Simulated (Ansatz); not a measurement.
Two shapes of singlet CH₃Br.

Shape 1:

```xyz
5

C     0.0000    0.0000   -1.5112
Br    0.0000    0.0000    0.4183
H     0.0000   -1.0395   -1.8580
H    -0.9002    0.5197   -1.8580
H     0.9002    0.5197   -1.8580
```

Shape 2:

```xyz
5

C     0.0000    0.0000   -1.6321
Br    0.0000    0.0000    0.4518
H     0.0000   -1.1226   -2.0066
H    -0.9722    0.5613   -2.0066
H     0.9722    0.5613   -2.0066
```

Basis set: def2-TZVP (spherical functions). Frozen core: 10 orbitals. Charge 0, multiplicity 1.

Computed with Ansatz (development build ahead of 0.2.0); each method stands on the lowest determinant of its kind that the runs found.

**Question.** Which shape is lower in energy, and by how much in each method?

**Answer.**

```json
{"method": "RHF", "E(2) − E(1) (eV)": "0.707"}
{"method": "RHF-MP2", "E(2) − E(1) (eV)": "0.629"}
```

Shape 1 is lower.
